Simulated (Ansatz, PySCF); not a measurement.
CH4O3, SMILES OC(O)O.

The structure is a stationary point at r2SCAN-D4/def2-SVP. The values are those of a single conformer.

Vertical ionisation energy (IE) and electron affinity (EA) in eV. Rows of orbital energies are one-electron estimates. Where ΔSCF, EOM or ADC give a negative EA the extra electron is unbound and the value depends on the basis.

```tsv
level	IE	EA
−ε(HOMO), −ε(LUMO), ωB97X/def2-TZVPD (PySCF)	11.18	-1.59
−ε(HOMO), −ε(LUMO), PBE/def2-TZVPD (PySCF)	6.86	0.70
ΔSCF, CAM-B3LYP/def2-SVPD (Ansatz), final states of multiplicity 2 and 2	?	?
ΔSCF, PBE/def2-SVPD (Ansatz), final states of multiplicity 2 and 2	10.67	-1.32
```

Task: Complete the blanks. (Estimate from the structure and the level; the computed values follow.)

Result: 
- ΔSCF, CAM-B3LYP/def2-SVPD (Ansatz, a quantum-chemistry and plane-wave program), final states of multiplicity 2 and 2, IE: 11.51
- ΔSCF, CAM-B3LYP/def2-SVPD (Ansatz), final states of multiplicity 2 and 2, EA: -1.60

Task: What vertical singlet–triplet gap does ΔSCF give with CAM-B3LYP/def2-SVPD (Ansatz) and with PBE/def2-SVPD (Ansatz)? (An estimate is asked for; the answer gives what the named calculation found.)

Result: 7.76 and 6.81 eV (triplet above singlet where positive).
